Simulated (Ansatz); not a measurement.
The same path of a periodic cell of 28 atoms, Li (surface Li(100), adsorbate Li) was run twice with different band settings.

All numbers below come from Ansatz, DFT r2SCAN, scalar-relativistic, plane waves, PAW. Settings: cutoff 500 eV, k mesh 2x2x1, gaussian smearing 0.15 eV, no spin polarisation.

Relaxed end points:

```xyz
28
Lattice="10.4700 0.0000 0.0000 0.0000 10.4700 0.0000 0.0000 0.0000 14.4900" Properties=species:S:1:pos:R:3
Li 0.000 0.000 1.000
Li 3.490 0.000 1.000
Li 6.980 0.000 1.000
Li 0.000 3.490 1.000
Li 3.490 3.490 1.000
Li 6.980 3.490 1.000
Li 0.000 6.980 1.000
Li 3.490 6.980 1.000
Li 6.980 6.980 1.000
Li 1.750 1.740 2.947
Li 5.273 1.738 2.788
Li 8.689 1.738 2.785
Li 1.753 5.271 2.786
Li 5.278 5.282 2.750
Li 8.678 5.281 2.751
Li 1.753 8.687 2.788
Li 5.278 8.681 2.751
Li 8.677 8.681 2.750
Li -0.089 -0.101 4.463
Li 3.585 -0.094 4.481
Li 6.983 -0.011 4.598
Li -0.095 3.586 4.456
Li 3.591 3.578 4.465
Li 6.983 3.500 4.585
Li -0.010 6.977 4.585
Li 3.501 6.978 4.599
Li 6.981 6.980 4.589
Li 1.730 1.757 6.018
```

```xyz
28
Lattice="10.4700 0.0000 0.0000 0.0000 10.4700 0.0000 0.0000 0.0000 14.4900" Properties=species:S:1:pos:R:3
Li 0.000 0.000 1.000
Li 3.490 0.000 1.000
Li 6.980 0.000 1.000
Li 0.000 3.490 1.000
Li 3.490 3.490 1.000
Li 6.980 3.490 1.000
Li 0.000 6.980 1.000
Li 3.490 6.980 1.000
Li 6.980 6.980 1.000
Li 1.709 1.738 2.785
Li 5.240 1.740 2.947
Li 8.763 1.738 2.788
Li 1.698 5.281 2.751
Li 5.243 5.271 2.786
Li 8.768 5.282 2.750
Li 1.697 8.681 2.750
Li 5.243 8.687 2.788
Li 8.768 8.681 2.751
Li 0.003 -0.011 4.598
Li 3.401 -0.101 4.463
Li 7.075 -0.094 4.481
Li 0.003 3.500 4.585
Li 3.395 3.586 4.456
Li 7.081 3.578 4.465
Li 0.001 6.980 4.589
Li 3.480 6.977 4.585
Li 6.991 6.978 4.599
Li 5.220 1.757 6.018
```

Common settings: end points relaxed; atoms held 1 to 9.

| run | movable images | climbing image | spring | optimiser | start path | force threshold | iteration limit |
| --- | --- | --- | --- | --- | --- | --- | --- |
| 1 | 5 | yes | 2.0 eV/Å² | lbfgs | IDPP | 0.03 eV/Å | 41 |
| 2 | 6 | from the first iteration | 5.0 eV/Å² | quadratic models (default) | default | 0.05 eV/Å | 31 |

Task: What does each run give, and how far can it be trusted?

Result: Run 1: converged after 19 iterations, highest image 0.085 eV above the first end. By the program's own check the climbing image is of a kind that is not told: the force calls were inconclusive, a negative curvature could not be distinguished from the path's own, the only one lies far off the path, or fixed occupations may fill a level only in part (lowest curvatures found: -0.10 and 0.09 eV/Å²).
Run 2: converged after 6 iterations, highest image 0.085 eV above the first end. The order of the stationary point at the top wasn't checked.
Limits of this set-up: coarse k mesh, thin slab, slab without dipole correction.
